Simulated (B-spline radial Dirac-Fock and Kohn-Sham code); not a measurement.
Photoelectron lines of Eu²⁺ at 731 eV

System: the Eu²⁺ ion in the configuration [Xe] 4f7.

Level of theory: a relativistic central-field model (Hartree-Slater potential of the initial state, Latter tail, multipole expansion of the photon field, Dirac-Fock thresholds); a radial atomic solver. The asymmetry parameter β is from the dipole term alone. Kinetic energies are from the vacuum level. Open shells are spread statistically over j, without multiplet splitting.

```csv
subshell,electrons,binding (eV),kinetic (eV),σ (kb),β
4s,2,390.4,340.6,58.2,1.94
4p1/2,2,316.1,414.9,59.5,1.33
4p3/2,4,287.0,444.0,149,1.33
4d3/2,4,163.5,567.5,200,1.04
4d5/2,6,158.3,572.7,?,?
4f5/2,3,20.41,710.6,70.1,1.03
4f7/2,4,19.78,711.2,90.2,1.04
5s,2,66.82,664.2,11.4,1.96
5p1/2,2,44.56,686.4,9.70,1.57
5p3/2,4,40.70,690.3,21.8,1.53
```

Q: What are σ and β for 4d5/2?

A: σ = 297 kb, the largest of all subshells and 31 % of the total, and β = 1.12.

Run: 5.3 s of CPU time on 1 thread of Neoverse-V1 (shared host), peak memory 0.43 GiB.

Values without a named source are computed, but for edge energies of neutral atoms, which are taken from tables.
